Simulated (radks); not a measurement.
Values are calculated unless marked as measured or tabulated.
All-electron atom: Sm in [Xe] 4f6 6s2 (the NIST ground configuration). Level of theory: Dirac Kohn-Sham, LDA (Slater exchange, Perdew-Wang correlation), spin-unpolarised, spherical densities, point nucleus; open shells fill j = l - 1/2 first (a radial shooting solver on a logarithmic mesh with Libxc functionals).

Unscreened Slater integrals over Kohn-Sham orbitals (cm^-1). Large and small components are both included. Empty in this configuration: 4f7/2.

integral          value
F0(4f5/2,4f5/2)  207470
F2(4f5/2,4f5/2)   94476
F4(4f5/2,4f5/2)   58531
F0(4f5/2,6s1/2)   60496
G3(4f5/2,6s1/2)  2438.3
F0(4f5/2,5p3/2)  137550
F2(4f5/2,5p3/2)   48763
G2(4f5/2,5p3/2)   28145
G4(4f5/2,5p3/2)   21029
F0(4f5/2,5p1/2)  144190
G2(4f5/2,5p1/2)   31957
F0(4f5/2,4f7/2)  205540
F2(4f5/2,4f7/2)   93436
F4(4f5/2,4f7/2)   57860
G2(4f5/2,4f7/2)   93266
G4(4f5/2,4f7/2)   57760
G6(4f5/2,4f7/2)   41349
F0(6s1/2,6s1/2)   46430
F0(6s1/2,5p3/2)   58282
G1(6s1/2,5p3/2)  4409.8
F0(6s1/2,5p1/2)   58615
G1(6s1/2,5p1/2)  3639.6
F0(6s1/2,4f7/2)   60411
G3(6s1/2,4f7/2)  2554.7
F0(5p3/2,5p3/2)  116630
F2(5p3/2,5p3/2)   62387
F0(5p3/2,5p1/2)  120070
G2(5p3/2,5p1/2)   63663
F0(5p3/2,4f7/2)  136880
F2(5p3/2,4f7/2)   48968
G2(5p3/2,4f7/2)   28677
G4(5p3/2,4f7/2)   21349
F0(5p1/2,5p1/2)  123910
F0(5p1/2,4f7/2)  143440
G4(5p1/2,4f7/2)   24006
F0(4f7/2,4f7/2)  203650
F2(4f7/2,4f7/2)   92427
F4(4f7/2,4f7/2)   57210
F6(4f7/2,4f7/2)   40948
